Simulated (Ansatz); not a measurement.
Coupled-cluster run, CH3F3OSi (`OC(F)[SiH](F)F`).

```yaml
crystal:
  periodic: [false, false, false]
  atoms:
    - {symbol: O, position_ang: [0.996525, -1.274650, -0.282986]}
    - {symbol: C, position_ang: [0.413453, -0.326906, 0.525781]}
    - {symbol: F, position_ang: [1.386177, 0.513947, 1.069336]}
    - {symbol: Si, position_ang: [-0.729682, 0.729453, -0.556221]}
    - {symbol: F, position_ang: [-1.938247, -0.177599, -1.033873]}
    - {symbol: F, position_ang: [-1.329938, 1.884670, 0.346110]}
    - {symbol: H, position_ang: [1.445838, -1.936331, 0.253087]}
    - {symbol: H, position_ang: [-0.101299, -0.773550, 1.387162]}
    - {symbol: H, position_ang: [-0.054126, 1.314666, -1.725497]}
basis:
  gaussian: {orbitals: def2-TZVPP}
correlation: {method: ccsd_t}
```

```sh
$ ansatz run in.yaml --threads 4 --pin off --events-out ev --progress --plain --max-ram 10444MiB
```

The program prints (abridged):

```
Functional definition: HF
1503 factors; integrals over basis functions are off by at most 9.1e-4 eV
mean field evaluation 1: about -19099.5806 eV, gradient 4.8e1 eV
mean field evaluation 2: about -19099.8521 eV, gradient 4.8e1 eV
mean field evaluation 4: about -19103.9052 eV, gradient 3.4e0 eV
mean field evaluation 8: about -19103.9631 eV, gradient 1.7e-1 eV
mean field -19103.96324746 eV, -702.0577002127 hartree, gradient 1.6e-6 eV, S^2 0.000000; 0 other end points of the search recorded, 0 dependent functions left out
10 core orbitals not correlated: weight in the atoms' cores, before any rotation towards them, 1.000 or more for the frozen orbitals, at most 0.000 for the correlated occupied ones
reference -19103.96324746 eV, -702.0577002127 hartree; 19, 19 occupied and 210, 210 virtual orbitals, 1503 factors
second order -34.41721439 eV of doubles, -0.00000000 eV of singles
cycle   1  -34.07592649 eV  change    3.4e-1 eV  update   1.2e-1
cycle   2  -34.77601456 eV  change   -7.0e-1 eV  update   3.3e-2
cycle   3  -34.94164691 eV  change   -1.7e-1 eV  update   1.7e-2
cycle   4  -34.91957769 eV  change    2.2e-2 eV  update   3.5e-3
cycle   5  -34.91698856 eV  change    2.6e-3 eV  update   1.6e-3
cycle   6  -34.91870366 eV  change   -1.7e-3 eV  update   5.5e-4
cycle   7  -34.91851957 eV  change    1.8e-4 eV  update   2.1e-4
cycle   8  -34.91835674 eV  change    1.6e-4 eV  update   6.4e-5
cycle   9  -34.91837812 eV  change   -2.1e-5 eV  update   2.4e-5
perturbative correction -1.10979643 eV, -0.0407842665 hartree
Total energy: -19139.99142200 eV, -703.3817112064 hartree
```

It took 4.2 min on 4 threads of an Arm Neoverse V1 on a shared host, with 5 GiB of host memory at the peak.

MP2 recovers 95.5 % of the CCSD(T) correlation energy and the triples give 3.1 %; T1 = 0.0122.
